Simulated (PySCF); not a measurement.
Structure from NMR data

Molecular formula: C4H12AlF2N. Simulated spectra:

¹H NMR (400 MHz, computed): δ 6.59 (m, 1H), 4.01 (br, 2H), 2.55 (s, 9H).

¹³C{¹H} NMR (computed): δ 137.0 (CH), 49.4 (CH3).

Single conformer, equivalent nuclei averaged, non-relativistic, no solvent. PBE0-D3(BJ)/def2-SVP geometry; σ from GIAO-KT2/pcSseg-1; PySCF.

Shifts are taken against calculated references (same method and geometry level): ¹H (σ = 31.18 ppm) and ¹³C (σ = 183.22 ppm) vs TMS.

Question: What is the structure?

Answer: 
2 carbon signals for 4 carbons: some carbons are equivalent by symmetry or fast rotation. Carbon types of the structure: 1 × CH, 3 × CH3, leaving 2 H on heteroatoms. δC 137.0: sp3 CH bonded to Al and 2 F; 2 electronegative neighbours deshield it. δC 49.4: methyl carbon bonded to N; pulled downfield by the heteroatom. δH 6.59: hydrogen on an sp3 CH bonded to Al and 2 F; its carbon carries F, which withdraws density. δH 4.01: hydrogen on an aluminium bonded to C, N. δH 2.55: hydrogen on a methyl carbon bonded to N; its carbon carries N, hence the downfield position.

These data were computed for SMILES [CH]([AlH2-][N+](C)(C)C)(F)F.

The data come from this structure; uniqueness wasn't tested.

Hydrides on Al or Ga are broadened by the quadrupolar metal nucleus. Splittings by ¹⁹F in the carbon and heteronuclear signals aren't shown, as no couplings were computed. Shifts are as computed. Against solution values, carbons near 30 ppm lie about +2 ppm off and those near 130 ppm about -5 ppm. Of 1309 compounds with measured shifts, 239 miss one by over three times the rms of a fit or turn the order of signals round; such compounds aren't used in these exercises. No couplings were computed; multiplicities are counted from neighbouring protons, with m where these are inequivalent, close in shift, in a saturated or five-membered ring or joined by F or P, and br s for small geminal =CH2 splittings.
